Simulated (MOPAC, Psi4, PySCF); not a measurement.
Torsional profile of C7H6BF3, SMILES Bc1ccc(C(F)(F)F)cc1, singlet. Scanned: dihedral H12–B1–C2–C3; all other coordinates were relaxed at GFN2-xTB. Points at φ and −φ are mirror images. Heavy atoms are numbered in the order of the SMILES Bc1ccc(C(F)(F)F)cc1, hydrogens after them in the order of the atoms that carry them; the mirror image has the same energies with the sign of each dihedral reversed.

Levels: AM1, restricted, heats of formation // GFN2-xTB (MOPAC); RMP2/3-21G = restricted MP2 (frozen core)/3-21G // GFN2-xTB run with PySCF; PM7, restricted, heats of formation // GFN2-xTB (MOPAC); PBE-D3(BJ)/def2-SVP // GFN2-xTB (Psi4).

Energies relative to the lowest point of each profile, in kJ/mol; the last columns give the difference from PBE-D3(BJ):

| φ / ° | AM1 | RMP2/3-21G | PM7 | PBE-D3(BJ)/def2-SVP | AM1 − PBE-D3(BJ)/def2-SVP | RMP2/3-21G − PBE-D3(BJ)/def2-SVP | PM7 − PBE-D3(BJ)/def2-SVP |
|---|---|---|---|---|---|---|---|
| -150 | 1.1 | 6.9 | 1.4 | 6.9 | -5.8 | 0.0 | -5.5 |
| -120 | 3.0 | 23.4 | 1.0 | 23.5 | -20.5 | -0.1 | -22.6 |
| -90 | 3.3 | 34.1 | 0.0 | 34.6 | -31.3 | -0.5 | -34.6 |
| -60 | 2.9 | 23.8 | 0.8 | 23.8 | -20.9 | -0.1 | -23.0 |
| -30 | 1.1 | 7.1 | 1.4 | 7.1 | -6.0 | 0.0 | -5.7 |
| 0 | 0.0 | 0.0 | 1.4 | 0.0 | 0.0 | 0.0 | 1.4 |
| 30 | 1.1 | 7.1 | 1.4 | 7.1 | -6.0 | 0.0 | -5.7 |
| 60 | 2.9 | 23.8 | 0.8 | 23.8 | -20.9 | -0.1 | -23.0 |
| 90 | 3.3 | 34.1 | 0.0 | 34.6 | -31.3 | -0.5 | -34.6 |
| 120 | 3.0 | 23.4 | 1.0 | 23.5 | -20.5 | -0.1 | -22.6 |
| 150 | 1.1 | 6.9 | 1.4 | 6.9 | -5.8 | 0.0 | -5.5 |
| 180 | 0.0 | 0.0 | 1.4 | 0.0 | 0.0 | 0.0 | 1.4 |

AM1 is furthest from PBE-D3(BJ)/def2-SVP at -90 (-31.3 kJ/mol, below); its mean absolute difference over the points is 14.1 kJ/mol.

RMP2/3-21G is furthest from PBE-D3(BJ)/def2-SVP at -90 (-0.5 kJ/mol, below); its mean absolute difference over the points is 0.1 kJ/mol.

PM7 is furthest from PBE-D3(BJ)/def2-SVP at -90 (-34.6 kJ/mol, below); its mean absolute difference over the points is 15.5 kJ/mol.
